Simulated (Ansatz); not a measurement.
One change: `[OH][Ga]([OH])[O][SiH3]` becomes `[OH][Ga]([OH])[SH]`.

Ansatz, PBE0-D4/def2-TZVP geometries, multiplicity 1. Each molecule was computed in one conformer, which needn't be the lowest.

Scalar relativity is left out up to krypton.

```json
{"property": "size of the dipole moment (PBE/def2-TZVPP) / D", "`[OH][Ga]([OH])[O][SiH3]`": "1.22"}
{"property": "LUMO energy (PBE0/def2-TZVPP) / eV", "`[OH][Ga]([OH])[O][SiH3]`": "-1.13"}
{"property": "LUMO energy (ωB97M-V/def2-TZVPP) / eV", "`[OH][Ga]([OH])[O][SiH3]`": "0.62"}
{"property": "size of the dipole moment (B3LYP/def2-TZVPP) / D", "`[OH][Ga]([OH])[O][SiH3]`": "1.16"}
{"property": "LUMO energy (B3LYP/def2-TZVPP) / eV", "`[OH][Ga]([OH])[O][SiH3]`": "-1.49"}
{"property": "HOMO energy (ωB97M-V/def2-TZVPP) / eV", "`[OH][Ga]([OH])[O][SiH3]`": "-10.99"}
```

Question: Give the same properties after the change, and the shifts. (Best estimate.)

Answer: Computed: 
```json
{"property": "size of the dipole moment (PBE/def2-TZVPP) / D", "`[OH][Ga]([OH])[SH]`": "0.62", "shift": "-0.60"}
{"property": "LUMO energy (PBE0/def2-TZVPP) / eV", "`[OH][Ga]([OH])[SH]`": "-0.82", "shift": "0.31"}
{"property": "LUMO energy (ωB97M-V/def2-TZVPP) / eV", "`[OH][Ga]([OH])[SH]`": "0.95", "shift": "0.33"}
{"property": "size of the dipole moment (B3LYP/def2-TZVPP) / D", "`[OH][Ga]([OH])[SH]`": "0.68", "shift": "-0.48"}
{"property": "LUMO energy (B3LYP/def2-TZVPP) / eV", "`[OH][Ga]([OH])[SH]`": "-1.18", "shift": "0.31"}
{"property": "HOMO energy (ωB97M-V/def2-TZVPP) / eV", "`[OH][Ga]([OH])[SH]`": "-10.09", "shift": "0.90"}
```

With PBE0 the HOMO rises by 0.79 eV and the LUMO rises by 0.31 eV, so the gap narrows by about 0.48 eV. PBE moves the HOMO by 0.61 eV and ωB97M-V by 0.90 eV. Dipoles are sizes alone; their direction can turn.

B3LYP here is the variant with VWN-RPA as its local correlation; programs differ in this.
